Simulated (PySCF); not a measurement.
**How far are cheaper levels from CCSD(T)/CBS for AsO?**

PySCF; the state is a doublet (π ↑). The composite is CCSD(T) extrapolated to the basis-set limit from two correlation-consistent sets, with core-valence (CV) and scalar-relativistic (SR) terms as its label shows; it has no spin–orbit coupling and nothing beyond (T). Here it is CCSD(T)/CBS(DT)+CV. It gives Re = 1.623 Å, ωe = 974 cm⁻¹ and De = 4.86 eV to As + O.

```json
{"level": "UHF-CCSD(T)", "basis": "def2-TZVPP", "relativity": "no relativity", "Re (Å)": "1.633", "ωe (cm⁻¹)": "966", "De (eV)": "4.61"}
{"level": "UHF-CCSD(T)", "basis": "def2-TZVPPD", "relativity": "no relativity", "Re (Å)": "1.635", "ωe (cm⁻¹)": "963", "De (eV)": "4.69"}
{"level": "LDA", "basis": "def2-TZVPPD", "relativity": "no relativity", "Re (Å)": "1.624", "ωe (cm⁻¹)": "991", "De (eV)": "6.71"}
{"level": "PBE", "basis": "cc-pVDZ-PP/cc-pVDZ", "relativity": "scalar-relativistic core potentials", "Re (Å)": "1.664", "ωe (cm⁻¹)": "919", "De (eV)": "5.16"}
{"level": "PBE", "basis": "pcseg-1", "relativity": "no relativity", "Re (Å)": "1.671", "ωe (cm⁻¹)": "914", "De (eV)": "5.18"}
{"level": "PBE", "basis": "def2-TZVPPD", "relativity": "no relativity", "Re (Å)": "1.643", "ωe (cm⁻¹)": "955", "De (eV)": "5.55"}
{"level": "TPSS", "basis": "def2-TZVPP", "relativity": "no relativity", "Re (Å)": "1.638", "ωe (cm⁻¹)": "969", "De (eV)": "5.11"}
{"level": "M06-L", "basis": "def2-TZVPPD", "relativity": "no relativity", "Re (Å)": "1.626", "ωe (cm⁻¹)": "998", "De (eV)": "5.19"}
{"level": "PBE0", "basis": "cc-pVTZ-PP/cc-pVTZ", "relativity": "scalar-relativistic core potentials", "Re (Å)": "1.613", "ωe (cm⁻¹)": "1034", "De (eV)": "4.70"}
{"level": "BHandHLYP", "basis": "cc-pVDZ-PP/cc-pVDZ", "relativity": "scalar-relativistic core potentials", "Re (Å)": "1.616", "ωe (cm⁻¹)": "1048", "De (eV)": "3.59"}
```

Give the difference of each row from the composite.



```
      level               basis  ΔRe (pm)  Δωe (%)  ΔDe (eV)
UHF-CCSD(T)          def2-TZVPP      +1.0     -0.8     -0.25
UHF-CCSD(T)         def2-TZVPPD      +1.2     -1.1     -0.17
        LDA         def2-TZVPPD      +0.1     +1.7     +1.85
        PBE  cc-pVDZ-PP/cc-pVDZ      +4.1     -5.6     +0.30
        PBE             pcseg-1      +4.8     -6.2     +0.32
        PBE         def2-TZVPPD      +2.0     -2.0     +0.69
       TPSS          def2-TZVPP      +1.5     -0.5     +0.25
      M06-L         def2-TZVPPD      +0.3     +2.5     +0.33
       PBE0  cc-pVTZ-PP/cc-pVTZ      -1.0     +6.2     -0.16
  BHandHLYP  cc-pVDZ-PP/cc-pVDZ      -0.7     +7.6     -1.27
```

Which rows come closest in De?

UHF-CCSD(T) in def2-TZVPPD (-0.17 eV); PBE0 in cc-pVTZ-PP/cc-pVTZ (-0.16 eV), counted from the composite.

Correlated steps freeze the inner cores (5 to 10 orbitals); shallow outer-core shells are correlated. Spin–orbit coupling is left out. Counting both spins, an empty level lies below a filled one in some of these solutions, because spin and occupation are held. The state is the lowest determinant that a PBE0 search found; another state may lie lower at other levels.
